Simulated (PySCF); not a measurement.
C₅H₇Br.
Geometry (PBE0-D3(BJ)/def2-SVP, Å), atoms numbered from 1 in this order:
```xyz
13
C5H7Br angstrom
C      1.3513   -0.4162    0.7836
C      0.8469   -0.6076   -0.4394
Br     1.8911   -0.1288   -1.9620
C     -0.4546   -1.1821   -0.7828
C     -1.6277   -0.8901   -0.1960
C     -1.8855    0.0947    0.8924
H      0.7813   -0.7407    1.6574
H      2.3327    0.0341    0.9406
H     -0.4513   -1.8880   -1.6196
H     -2.5050   -1.4278   -0.5746
H     -2.7966    0.6750    0.6779
H     -2.0620   -0.4154    1.8554
H     -1.0462    0.7904    1.0319
```

Theory: PySCF 2.14.0, PBE0-D3(BJ)/def2-SVP geometry optimisation, gas phase.

Take the most abundant isotopes and a rigid rotor. The values belong to one conformer with, in the numbering `[CH2:1]=[C:2]([Br:3])/[CH:4]=[CH:5]\[CH3:6]`, C1–C2–C4–C5 45°.

Give the principal moments of inertia and the rotational constants in GHz.

Ia = 91.15, Ib = 460.98, Ic = 510.49 u·Å²; 505379 MHz·u·Å²/I gives 5545, 1096 and 990.0 MHz, that is A = 5.5447, B = 1.0963, C = 0.9900 GHz.

Classify the top.

A near-prolate asymmetric top: κ = (2 × 1096 − 5545 − 990.0)/(5545 − 990.0) = -0.95.

Is it planar, by Δ = Ic − Ia − Ib?

Not planar: Δ = Ic − Ia − Ib = -41.63 u·Å². For a rigid frame Δ = −2 Σ m c², so Σ m c² = 20.82 u·Å² lies off the ab plane: 5.94 from hydrogen and 14.88 from heavier atoms. The atom farthest from that plane is 1.44 Å away.

Give the other two planar moments, Paa and Pbb, and the rms extents of the mass along the axes.

Paa = Σ m a² = (Ib + Ic − Ia)/2 = 440.16 and Pbb = Σ m b² = (Ia + Ic − Ib)/2 = 70.33 u·Å². With the mass M = 145.97 u, the rms extents √(P/M) along a, b and c are 1.74, 0.69, 0.38 Å.

Which types of transition are allowed, and where do some lines up to J = 4 fall?

The dipole components are |μa| = 1.98 D, |μb| = 0.36 D, |μc| = 0.08 D. Intensities carry the squares of the components, which stand as 1.00 : 0.03 : 0.00 (a : b : c). Some lines, for components of 0.1 D or more:

```csv
type,branch,"J(Ka,Kc)",MHz,lower level (cm⁻¹)
b,R,"3(0,3) ← 2(1,2)",1907,0.354
b,Q,"2(1,1) ← 2(0,2)",4663,0.209
a,R,"3(2,2) ← 2(2,1)",6259,0.809
a,R,"3(1,2) ← 2(1,1)",6417,0.364
b,R,"2(1,2) ← 1(0,1)",8515,0.070
b,R,"3(1,3) ← 2(0,2)",10442,0.209
b,Q,"3(3,0) ← 3(2,1)",22500,1.018
b,Q,"4(3,2) ← 4(2,3)",22514,1.296
b,R,"4(3,2) ← 3(2,1)",30848,1.018
b,R,"4(3,1) ← 3(2,2)",30858,1.018
```

Estimate the classical rotational partition function at 10 K, 100 K and 298.15 K.

Point group C1, symmetry number σ = 1; q = (√π/σ)·√((kT/h)³/(ABC)), k/h = 20836.6 MHz/K: 2170 at 10 K, 68700 at 100 K, 354000 at 298.15 K.

PBE0-D3(BJ)/def2-SVP frequencies: not computed here. These are rigid-rotor constants of the computed structure; measured ground-state constants (B0) also hold zero-point vibration. A rigid rotor knows nothing of internal rotation, which can split or shift real lines. Quadrupole hyperfine structure (79Br) is left out.

Hardware: one thread of an Arm Neoverse V1, no GPU (shared host). Cost: 57 s of wall time. That covers the optimisation of the geometry.
